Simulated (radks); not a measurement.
Results of a calculation; reference values are marked as such.
All-electron atom: Rh2+ in [Kr] 4d6.75 5s0.25 (fractional occupations, a model configuration). Level of theory: Dirac Kohn-Sham, PBE, spin-unpolarised, spherical densities, point nucleus; open shells are shared between the two j in proportion to 2j + 1 (a radial shooting solver on a logarithmic mesh with Libxc functionals). Some entries of the table are withheld. Estimate them.

| orbital | occ. | eigenvalue (hartree) | <r> (bohr) |
|---|---|---|---|
| 1s1/2 | 2 | (1) | 0.03263 |
| 2s1/2 | 2 | -123.4757 | (2) |
| 2p1/2 | 2 | -114.3804 | 0.1203 |
| 2p3/2 | 4 | -109.0658 | 0.1252 |
| 3s1/2 | 2 | -22.74224 | 0.3904 |
| 3p1/2 | 2 | -19.18322 | 0.3830 |
| 3p3/2 | 4 | -18.26885 | 0.3938 |
| 3d3/2 | 4 | -11.97018 | 0.3683 |
| 3d5/2 | 6 | -11.78985 | 0.3718 |
| 4s1/2 | 2 | -3.84173 | 0.9767 |
| 4p1/2 | 2 | (3) | 1.053 |
| 4p3/2 | 4 | (4) | 1.082 |
| 4d3/2 | 2.7 | -0.98858 | (5) |
| 4d5/2 | 4.05 | -0.97192 | (6) |
| 5s1/2 | 0.25 | -0.73805 | 2.653 |

Answer. 
(1) 1s1/2 eigenvalue (hartree): -847.0274
(2) 2s1/2 <r> (bohr): 0.1416
(3) 4p1/2 eigenvalue (hartree): -2.75668
(4) 4p3/2 eigenvalue (hartree): -2.61139
(5) 4d3/2 <r> (bohr): 1.423
(6) 4d5/2 <r> (bohr): 1.438
